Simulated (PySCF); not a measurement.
F₃Y, SMILES [Y+]([F])([F])[F] (connectivity only; charge and spin as stated), charge +1, multiplicity 2.

The structure is a stationary point at B3LYP-D3(BJ)/def2-TZVP. The multiplicity is an assumed one; other spin states were not compared. The def2 effective core potentials stand for the cores of Y; spin–orbit coupling is left out.

Method: B3LYP-D3(BJ)/def2-TZVP (PySCF 2.14.0).

Frequencies are harmonic and unscaled.

Computed harmonic wavenumbers and intensities:
```
mode  ν (cm⁻¹)  IR (km/mol)  moving atoms (share of kinetic energy)
----  --------  -----------  --------------------------------------
1           46         55.8                          F 61 %, Y 39 %
2           93         66.8                                  F 92 %
3           96         22.8                          F 89 %, Y 11 %
4          274        134.8                          F 70 %, Y 30 %
5          403         18.4                          F 72 %, Y 28 %
6          522          1.1                                  F 99 %
```
